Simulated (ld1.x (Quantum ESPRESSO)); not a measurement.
# Transferability test, TM potential for lanthanum (La)

- Element: La (Z = 57)
- Generator: ld1.x (Quantum ESPRESSO) 7.5
- Type: norm-conserving Troullier–Martins (Kleinman–Bylander form)
- Functional: LDA (PZ)
- Relativity: scalar-relativistic
- Frozen core: [Xe]
- Valence charge: 3
- Reference configuration: 4f0 5d1 6s2 6p0
- Partial waves: 6s (bound): rc 3.05 bohr; 6p (bound, empty): rc 4.10 bohr; 5d (bound): rc 2.45 bohr; 4f (bound, empty): rc 1.85 bohr
- Local potential: all-electron potential smoothed inside 1.95 bohr (lloc = -1)
- Core correction: Bessel-smoothed model core, default radius (core density twice the valence density)

Energies are relative to the spin-unpolarised reference configuration 4f0 5d1 6s2 6p0; without spin polarisation the order of configurations can differ from experiment. Spin-polarised rows fill each open shell by Hund’s rule, majority spin first. Not all tests gave a result: 1 of 9 tests not solved or not reliable.

| valence configuration | charge | ΔE all-electron (eV) | error AE − PS (meV) |
| --- | --- | --- | --- |
| 4f0 5d1 6s1 6p0 | +1 | 6.163 | +0.3 |
| 4f0 5d1 6s0 6p0 | +2 | 17.315 | -48 |
| 4f0 5d1 6s1.5 6p0 | +0.5 | 2.482 | +0.4 |
| 4f1 5d1 6s0 6p0 | +1 | 7.077 | -858 |
| 4f0 5d2 6s0 6p0 | +1 | 6.310 | -52 |
| 4f0 5d1 6s0 6p2 | 0 | 5.048 | -21 |
| 4f0 5d1 6s1 6p0 (spin-polarised) | +1 | 5.737 | +3.2 |

Task: What are ΔE and the potential's error for 4f0 5d1 6s2 6p0 (spin-polarised)?

Result: ΔE = -0.097 eV all-electron; the error (AE − PS) is +1.7 meV.

Levels in the configuration 4f0 5d2 6s0 6p0:

```csv
level,all-electron (eV),pseudo (eV)
5d,-7.368,-7.289
```

These tests converged, but a pseudo level misses the all-electron one widely, so the file describes the atom poorly there or has found another state: 4f1 5d1 6s0 6p0: 4f by 1.0 eV.

Note: ghost states, extra bound levels that the all-electron valence spectrum of the same l lacks: s at -75.6 eV, p at -39.5 eV. A true bound ghost makes a file unfit for plane-wave use.
